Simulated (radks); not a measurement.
Species: Sm3+. Configuration: [Xe] 4f5 (the NIST ground configuration).

Method: Dirac Kohn-Sham, LDA (Slater exchange, Perdew-Zunger correlation), spin-unpolarised, spherical densities, finite nucleus; open shells fill j = l - 1/2 first; Fermi nuclear charge, rms radius 5.0819 fm; computed with a radial shooting solver on a logarithmic mesh with Libxc functionals.

Energy parts (hartree):
| part | energy |
|---|---|
| total | -10425.1337 |
| kinetic | 11300.0145 |
| electron-nucleus | -25484.2022 |
| Hartree | 3987.1430 |
| exchange-correlation | -228.0890 |

Orbitals (lengths in bohr, moments of r in powers of bohr; r(max) is where P^2 peaks):
| orbital | occ. | eigenvalue (hartree) | r(max) | small-component weight |
|---|---|---|---|---|
| 1s1/2 | 2 | -1712.943 | 0.01450 | 5.30e-02 |
| 2s1/2 | 2 | -280.7877 | 0.08239 | 1.16e-02 |
| 2p1/2 | 2 | -266.3345 | 0.06238 | 1.17e-02 |
| 2p3/2 | 4 | -244.2091 | 0.06802 | 1.09e-02 |
| 3s1/2 | 2 | -62.41698 | 0.2341 | 3.65e-03 |
| 3p1/2 | 2 | -56.17830 | 0.2210 | 3.59e-03 |
| 3p3/2 | 4 | -51.70115 | 0.2331 | 3.37e-03 |
| 3d3/2 | 4 | -40.83144 | 0.1856 | 3.25e-03 |
| 3d5/2 | 6 | -39.85820 | 0.1890 | 3.19e-03 |
| 4s1/2 | 2 | -13.30838 | 0.5396 | 1.16e-03 |
| 4p1/2 | 2 | -10.91449 | 0.5451 | 1.08e-03 |
| 4p3/2 | 4 | -9.92165 | 0.5709 | 1.01e-03 |
| 4d3/2 | 4 | -5.97035 | 0.5819 | 8.47e-04 |
| 4d5/2 | 6 | -5.79225 | 0.5903 | 8.26e-04 |
| 5s1/2 | 2 | -2.61544 | 1.245 | 2.57e-04 |
| 5p1/2 | 2 | -1.94504 | 1.353 | 2.08e-04 |
| 5p3/2 | 4 | -1.79871 | 1.425 | 1.89e-04 |
| 4f5/2 | 5 | -1.20899 | 0.6023 | 4.77e-04 |
| 4f7/2 | 0 | -1.18685 | 0.6072 | 4.70e-04 |
| 5d3/2 | 0 | -0.91271 | 1.846 | 1.02e-04 |
| 5d5/2 | 0 | -0.89774 | 1.877 | 9.88e-05 |
| 6s1/2 | 0 | -0.80556 | 2.930 | 6.01e-05 |

The highest occupied level is 4f5/2 at -32.898 eV. Summed over all electrons, <r^2> = 36.25 bohr^2, which gives a Langevin (diamagnetic) susceptibility term of -28.7 x 10^-6 cm^3/mol. The density falls to 0.001 e/bohr^3 at r = 3.31 bohr. The electron density at the nucleus is 5.31e+05 e/bohr^3. For comparison, the ionisation energy in NIST's Atomic Spectra Database is 41.6 eV (semi-empirical). In exact Kohn-Sham theory the highest level is minus the ionisation energy, but local and semilocal functionals leave it too shallow, through self-interaction and a potential that decays too fast; potentials with the right tail come closer.

Beside tabulated values, note that spin-unpolarised runs miss the spin-polarisation part of the exchange energy of open shells.
